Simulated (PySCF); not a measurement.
Constitutional and geometric isomers with formula C5H5F. Gas-phase values, no solvent. One relaxed conformer stands for each flexible species; it need not be the lowest. Strings in code marks are SMILES.

Calculation: PySCF with TPSSh-D3(BJ)/def2-TZVP // B3LYP-D3(BJ)/def2-TZVP. All candidates: neutral, multiplicity 1. Excitations are Tamm–Dancoff values on a coarser integration grid. The basis has no diffuse functions, so Rydberg states are missing or too high.

The brightest of the four lowest singlets (TDA) comes out as 5.68 eV and the LUMO comes out as -2.22 eV. The HOMO comes out as -6.62 eV.

Q: Which member has these values?
A. `C=C=C=CCF`
B. `C#C/C=C/CF`
C. `FC1C=CC=C1`
D. `C#C/C=C(\C)F`

A: A, `C=C=C=CCF`. The others give `C#C/C=C(\C)F`: 5.87 eV, -1.08 eV, -6.20 eV; `C#C/C=C/CF`: 5.72 eV, -1.70 eV, -6.72 eV; `FC1C=CC=C1`: 4.73 eV, -1.78 eV, -6.12 eV
